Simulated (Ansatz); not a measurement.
`CN(P)[CH2][AlH2]`. The species carries charge 0 and has multiplicity 1.

```csv
atom,x (Å),y (Å),z (Å)
C1,1.665,-0.707,-0.749
N2,0.327,-0.365,-0.303
P3,-0.195,-1.358,1.012
C4,0.133,1.056,-0.005
Al5,-1.801,1.238,0.393
H6,1.727,-1.773,-0.989
H7,2.443,-0.471,-0.006
H8,1.885,-0.148,-1.662
H9,-0.716,-2.457,0.263
H10,-1.515,-0.776,1.136
H11,0.801,1.416,0.797
H12,0.396,1.628,-0.904
H13,-2.839,0.816,-0.732
H14,-2.311,1.900,1.747
```

(1) List the harmonic frequencies (cm⁻¹, unscaled) at PBE0-D4/def2-TZVP in Ansatz. (Best estimate.)

(2) Is this a minimum?

(3) Give the ideal-gas thermochemistry at 298.15 K and 1 bar (rigid rotor, harmonic oscillator; point group C1, symmetry number 1).

(4) Rotational constants (cm⁻¹)?

## Answers

(1) Ansatz gave: 85, 107, 148, 213, 231, 263, 305, 345, 441, 556, 651, 685, 737, 777, 902, 935, 995, 1058, 1128, 1137, 1197, 1221, 1264, 1441, 1467, 1476, 1494, 1906, 1918, 2195, 2341, 2949, 2972, 3042, 3071, 3113.

(2) Yes, all 36 modes are real.

(3) Zero-point energy 267.8 kJ/mol; H(298) − E = 292.4 kJ/mol; entropy 370.1 J/(mol·K), of which translation 166.9, rotation 114.7, vibration 88.5; G(298) − E = 182.1 kJ/mol. Modes under 100 cm⁻¹ are hindered rotations or soft bends, so the harmonic entropy is rough.

(4) 0.1523, 0.07242, 0.05318.
